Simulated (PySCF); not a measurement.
Name the molecule from its bond curve

A diatomic of charge 0 contains Se. Its doublet curve at PBE0 in a triple-zeta basis (scalar-relativistic core potentials, PySCF), in eV from the separated fragments:

R (Å), E (eV) and a bar:
```
    1.416     -1.881 ##############################
    1.482     -2.892 #############
    1.548     -3.436 ####
    1.598     -3.620 #
    1.647     -3.662 
    1.696     -3.597 #
    1.762     -3.402 ####
    1.845     -3.076 ##########
    1.944     -2.642 #################
    2.075     -2.068 ###########################
```

The fit gives ωe = 1018 cm⁻¹ and the rotational constant Bₑ = 0.5266 cm⁻¹.

Problem. Which atom is the partner?

Solution. The minimum lies at 1.639 Å, so the reduced mass is 16.8576 u Å² cm⁻¹/(Bₑ·Re²) = 11.92 u. With Se at 79.92 u the partner weighs about 14.0 u: N. The molecule is SeN.

Spin–orbit coupling is left out. The state is the lowest determinant that a PBE0 search found; another state may lie lower at other levels.
